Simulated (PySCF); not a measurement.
5H-1,4-dioxepine (C5H6O2), SMILES C1=COC=COC1. Geometry optimised at PBE-D3(BJ)/def2-SVP. One conformer was computed; it need not be the lowest.

Computed equilibrium geometry at PBE-D3(BJ)/def2-SVP (PySCF confirms it by a frequency run) as a Z-matrix (one conformer of several):
```
C
C 1 1.3513
O 2 1.3553 1 129.72
C 3 1.3702 2 123.45 1 -5.15
C 4 1.3562 3 131.85 2 -4.88
O 5 1.3530 4 132.72 3 0.40
H 4 1.0986 5 117.86 6 179.12
H 2 1.1008 1 120.75 3 -179.83
H 1 1.1018 2 114.78 8 0.65
H 5 1.1024 6 111.33 4 178.20
C 6 1.4266 5 120.61 10 -154.32
H 11 1.1088 6 104.81 5 -166.51
H 11 1.1168 12 106.31 6 113.62
```
Charge 0, spin multiplicity 1.
